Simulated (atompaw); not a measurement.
# cerium: one change to a PAW (atompaw) potential, before and after

- Element: Ce (Z = 58)
- Generator: atompaw 4.2.0.5
- Type: PAW
- Functional: PBE
- Relativity: scalar-relativistic
- Frozen core: [Kr] 4d10
- Valence charge: 12
- Reference configuration: 4f1 5s2 5p6 5d1 6s1.75 6p0.25
- Partial waves: 5s (bound): rc 2.70 bohr; 6s (bound): rc 3.00 bohr; 5p (bound): rc 3.00 bohr; 6p (bound): rc 3.00 bohr; 5d (bound): rc 3.00 bohr; 5d channel at 0.45 Ry: rc 3.00 bohr; 4f (bound): rc 2.00 bohr; 4f channel at -0.1 Ry: rc 2.00 bohr
- Local potential: bessel scheme, radius 2.70 bohr
- Core correction: smooth core density matched at 2.00 bohr
- Augmentation charge: sinc compensation charge, radius 2.35 bohr; PAW radius 3.00 bohr; waves and projectors: custom polynom2 7 10 vanderbiltortho

Change: wave 5d (bound): rc 3.00 bohr becomes 5d (bound): rc 2.56 bohr.

Cutoffs: the cutoffs (Ry, on a coarse ladder) from which the occupation-weighted sum of valence levels, in a spherical-Bessel basis at the reference potential, stays within 10 and 1 mRy of its value at 400 Ry; they do not see the model core or the augmentation charge, which bear on the density cutoff.

What does the change do?

The potential gets neither clearly harder nor softer (25 Ry and 60 Ry → 25 Ry and 60 Ry); the f channel sets the loose cutoff, while the largest relative change is in d, which becomes harder; neither file shows a bound ghost.

| quantity | base | changed |
| --- | --- | --- |
| cutoff, loose | 25 Ry | 25 Ry |
| cutoff, tight | 60 Ry | 60 Ry |
| loose cutoff by channel (10 mRy a level) | s 8 Ry, p 10 Ry, d 10 Ry, f 21 Ry | s 8 Ry, p 10 Ry, d 15 Ry, f 21 Ry |
| bound ghosts | none | none |
| s: phases at 3.01 bohr within 0.05 rad from the reference energy up to (Ry; the scan ends near 5) | -0.1 | -0.1 |
| p: phases at 3.01 bohr within 0.05 rad from the reference energy up to (Ry; the scan ends near 5) | 1.1 | 1.1 |
| d: phases at 3.01 bohr within 0.05 rad from the reference energy up to (Ry; the scan ends near 5) | 2.4 | 1.6 |
| f: phases at 3.01 bohr within 0.05 rad from the reference energy up to (Ry; the scan ends near 5) | 1.1 | 1.1 |
| lowest overlap eigenvalue by channel | s 0.61, p 0.83, d 0.89, f 0.99 | s 0.61, p 0.83, d 0.16, f 0.99 |

 The cutoffs see the waves, projectors and local potential, not the compensation charge or the core.
